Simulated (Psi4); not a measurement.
Psi4 input (wB97X-D/6-311+G**):

```
memory 1500 MB

molecule {
0 2
C    -1.41395000    0.97553300   -0.28092400
N    -0.52545300   -0.05419300   -0.54695600
Si    0.89866600   -0.41925700    0.37393600
H    -2.30201400    1.06989600   -0.88504700
H    -1.35724300    1.46243500    0.68047800
H    -0.67004100   -0.53017700   -1.42313100
H     1.89284500    0.68270000    0.34292200
H     0.53540600   -0.65115300    1.79215000
H     1.48159700   -1.63794800   -0.22824700
symmetry c1
no_reorient
no_com
}

set {
  basis 6-311+G**
  reference uks
  scf_type pk
  dft_radial_points 99
  dft_spherical_points 590
  e_convergence 1e-8
  d_convergence 1e-7
  maxiter 150
}

e = energy('wb97x-d')
print_out(f'\nFINAL {e:.10f} DIPOLE {variable("CURRENT DIPOLE")[0]:.6f} {variable("CURRENT DIPOLE")[1]:.6f} {variable("CURRENT DIPOLE")[2]:.6f}\n')
```

From the output:

```
              A
    DOCC [    16 ]
    SOCC [     1 ]
    NA   [    17 ]
    NB   [    16 ]

  @UKS Final Energy:  -385.91146658141139

   => Energetics <=

    Nuclear Repulsion Energy =            108.7347101615602867
    One-Electron Energy =                -746.2287260214548041
    Two-Electron Energy =                 276.6667821105399412
    DFT Exchange-Correlation Energy =     -25.0815879739973120
    Empirical Dispersion Energy =          -0.0026448580594993
    VV10 Nonlocal Energy =                  0.0000000000000000
    Total Energy =                       -385.9114665814113891

  UHF NO Occupations:
  HONO-2 :   15  A 1.9993597
  HONO-1 :   16  A 1.9989530
  HONO-0 :   17  A 1.0000000
  LUNO+0 :   18  A 0.0010470
  LUNO+1 :   19  A 0.0006403
  LUNO+2 :   20  A 0.0002125
  LUNO+3 :   21  A 0.0001060

Computation Completed

Properties will be evaluated at   0.000000,   0.000000,   0.000000 [a0]

Properties computed using the SCF density matrix

 Multipole Moments:

 ------------------------------------------------------------------------------------
     Multipole            Electronic (a.u.)      Nuclear  (a.u.)        Total (a.u.)
 ------------------------------------------------------------------------------------

 L = 1.  Multiply by 2.5417464519 to convert [e a0] to [Debye]
 Dipole X            :          0.0117101            0.0000057            0.0117157
 Dipole Y            :         -0.3026696            0.0000038           -0.3026658
 Dipole Z            :         -0.2436323           -0.0000132           -0.2436455
 Magnitude           :                                                    0.3887248

 ------------------------------------------------------------------------------------

FINAL -385.9114665814 DIPOLE 0.011716 -0.302666 -0.243646

*** Psi4 exiting successfully. Buy a developer a beer!
```

The geometry given is a B3LYP-D3(BJ)/def2-TZVP minimum.
